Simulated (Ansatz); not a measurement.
ClFGeH4SSi (`F[SiH](Cl)[S][GeH3]`). The species carries charge 0 and has multiplicity 1. All single points use the PBE0-D4/def2-TZVP geometry. It is one conformer, not always the lowest.

```xyz
9

F    -2.440    0.050    1.898
Si   -1.140   -0.323    1.068
Cl   -1.649   -1.766   -0.286
S    -0.475    1.440    0.144
Ge    1.197    0.512   -1.025
H    -0.151   -0.917    1.985
H     1.764   -0.664   -0.218
H     2.234    1.628   -1.185
H     0.662    0.040   -2.381
```

**Question.** What is the dipole moment at ωB97M-V/def2-TZVPP? (An estimate is asked.)

**Answer.** The calculation gave: 2.46 D, with components (2.30, -0.15, -0.85) D in this frame, pointing from negative to positive charge.

**Question.** And with PBE, r2SCAN, B3LYP? (An estimate is asked.)

**Answer.** The calculation gave: PBE 2.34 D, r2SCAN 2.42 D, B3LYP 2.44 D.

**Question.** Give the Mulliken charges with ωB97M-V, B3LYP, r2SCAN in def2-TZVPP. (An estimate is asked.)

**Answer.** Ansatz gave: 
```json
{"atom": "F1", "ωB97M-V": "-0.29", "B3LYP": "-0.30", "r2SCAN": "-0.30"}
{"atom": "Si2", "ωB97M-V": "0.56", "B3LYP": "0.67", "r2SCAN": "0.69"}
{"atom": "Cl3", "ωB97M-V": "-0.19", "B3LYP": "-0.23", "r2SCAN": "-0.23"}
{"atom": "S4", "ωB97M-V": "-0.28", "B3LYP": "-0.32", "r2SCAN": "-0.35"}
{"atom": "Ge5", "ωB97M-V": "0.09", "B3LYP": "0.19", "r2SCAN": "0.22"}
{"atom": "H6", "ωB97M-V": "-0.02", "B3LYP": "-0.07", "r2SCAN": "-0.08"}
{"atom": "H7", "ωB97M-V": "0.04", "B3LYP": "0.02", "r2SCAN": "0.01"}
{"atom": "H8", "ωB97M-V": "0.04", "B3LYP": "0.02", "r2SCAN": "0.01"}
{"atom": "H9", "ωB97M-V": "0.04", "B3LYP": "0.02", "r2SCAN": "0.01"}
```

B3LYP here is the variant with VWN-RPA as its local correlation; programs differ in this.
